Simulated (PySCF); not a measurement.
Compound: C8H14O.
Atom-mapped SMILES: `[OH:1][CH2:2][C@@H:3]1[CH2:4][C@H:5]2[CH2:6][CH2:7][C@@H:8]1[CH2:9]2` (hydrogens: H10 on O1; H11, H12 on C2; H13 on C3; H14, H15 on C4; H16 on C5; H17, H18 on C6; H19, H20 on C7; H21 on C8; H22, H23 on C9)

The closed-shell ground state was solved at several levels (PySCF, density fitting, gas phase, non-relativistic). One conformer (not necessarily the lowest) at the PBE0-D3(BJ)/def2-SVP geometry, without solvent, vibrations or thermal averaging.

| level | basis functions | HOMO (eV) | LUMO (eV) | gap (eV) | dipole (D) |
| --- | --- | --- | --- | --- | --- |
| mPW1PW91/pcSseg-1 | 223 | -7.59 | 1.06 | 8.65 | 1.51 |
| CAM-B3LYP/def2-SVPD | 295 | -9.06 | 1.11 | 10.17 | 1.59 |

Q: Estimate the row for PBE0/pcSseg-1, a basis of 223 functions; the other rows only guide the guess.

A: HOMO -7.54 eV, LUMO 1.04 eV, gap 8.58 eV, dipole 1.50 D.

Q: Over all these levels, which gives the widest orbital gap and which the narrowest?

A: CAM-B3LYP/def2-SVPD (range-separated hybrid) has the widest, 10.17 eV, and PBE0/pcSseg-1 (global hybrid, 25 % exact exchange) the narrowest, 8.58 eV. Functional and basis both differ between the two, so the spread mixes both effects.

Q: How far do the dipole and the HOMO energy spread over the levels?

A: The dipole runs from 1.50 to 1.59 D (mean 1.53 D) and the HOMO from -9.06 to -7.54 eV.
